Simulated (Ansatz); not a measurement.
**A ladder of methods for GeH3O (SMILES [O][GeH3])**

GeH3O has 5 atoms, charge 0, and is taken as a doublet. As SMILES, `[O][GeH3]`. The shape was relaxed beforehand at PBE0/def2-SVP.

```xyz
5

O    -1.4464    0.4237    0.7815
Ge    0.0671   -0.0591   -0.0569
H    -0.1582   -0.0903   -1.5783
H     0.5532   -1.4196    0.4715
H     1.0341    1.0716    0.3408
```

Each level gives the dissociation energy of the Ge2–O1 bond into doublet GeH3 and triplet O (shapes relaxed at PBE0/def2-SVP, no zero-point term) (eV). The values are calculated.

```
               level                    kind  program  value (eV)  less CCSD(T)/def2-TZVPP  CPU time (all runs)
      UHF/def2-TZVPP            Hartree–Fock   Ansatz        2.25                    -1.45                 13 s
   USVWN5/def2-TZVPP                     LDA   Ansatz        4.82                    +1.12                6.1 s
     UPBE/def2-TZVPP                     GGA   Ansatz        4.09                    +0.39                 13 s
 U-r2SCAN/def2-TZVPP                meta-GGA   Ansatz        3.93                    +0.23                 34 s
   UB3LYP/def2-TZVPP           global hybrid   Ansatz        3.84                    +0.14                 12 s
U-wB97M-V/def2-TZVPP  range-separated hybrid   Ansatz        3.87                    +0.17                 44 s
  UB2PLYP/def2-TZVPP           double hybrid   Ansatz        3.81                    +0.11                 16 s
  RPA@PBE/def2-TZVPP                     RPA   Ansatz        3.51                    -0.19                 21 s
     UMP2/def2-TZVPP     perturbation theory   Ansatz        3.80                    +0.10                 11 s
 UCCSD(T)/def2-TZVPP   coupled cluster or CI   Ansatz        3.70                     0.00                 47 s
```

UCCSD(T)/def2-TZVPP is the highest level here, not the true value. All-electron rows without a relativistic Hamiltonian named are non-relativistic. The values span 2.25 to 4.82 eV. Hartree–Fock misses the correlation of the electron pair that is broken and comes out low. Measured bond enthalpies also hold zero-point and thermal terms, a few tenths of an eV less. In the correlated wave-function rows the outer d shell of Ge is correlated, in sets not made for it. In so small a basis fixed costs decide the times, and correlated methods can beat functionals. Times are those of the runs behind each value, whatever else they computed, on shared processors of several kinds: orders of magnitude only.
